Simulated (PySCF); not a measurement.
## Correlation energy of Br⁻ (bromine, charge -1)

[Kr], closed-shell 1S. Calculation: PySCF 2.14, in aug-cc-pwCVDZ-PP with ECP10MDF (6s5p4d1f, 48 functions); a scalar-relativistic core potential. Frozen: 3s2 3p6 3d10; 8 electrons correlated.

```
  level  correlation energy (mhartree)
   CCSD                        -151.97
    (T)                          -4.09
CCSD(T)                        -156.06
  CCSDT                        -156.35
```

Diagnostics: T1 = 0.0089, D1 = 0.0137, largest double amplitude 0.039.

Q: Is a single reference adequate?

A: Yes, within this model without spin-orbit coupling: T1 lies below 0.03 and no double amplitude reaches 0.07.
